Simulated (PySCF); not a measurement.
C3H8GeO3, SMILES [CH2]([Ge]([OH])([OH])[OH])C=C (connectivity only; charge and spin as stated), charge +1, multiplicity 2.

Geometry optimised at PBE0-D3(BJ)/def2-SVP. The values are those of a single conformer.

Calculation: TDA-PBE/def2-SVPD (PySCF 2.14.0).

Vertical excitations. 

| state | energy (eV) | λ (nm) | f | main pairs |
|---|---|---|---|---|
| root 1 | 1.60 | 776 | 0.001 | β HOMO→LUMO 99 % |
| root 2 | 2.05 | 606 | 0.004 | β HOMO−1→LUMO 94 % |
| root 3 | 2.27 | 545 | 0.030 | β HOMO−2→LUMO 80 % |
| root 4 | 2.86 | 434 | 0.055 | β HOMO−3→LUMO 83 % |
| root 5 | 3.09 | 402 | 0.018 | β HOMO−4→LUMO 93 % |
| root 6 | 3.53 | 351 | 0.010 | β HOMO−5→LUMO 97 % |
Unrestricted roots are not spin-pure.
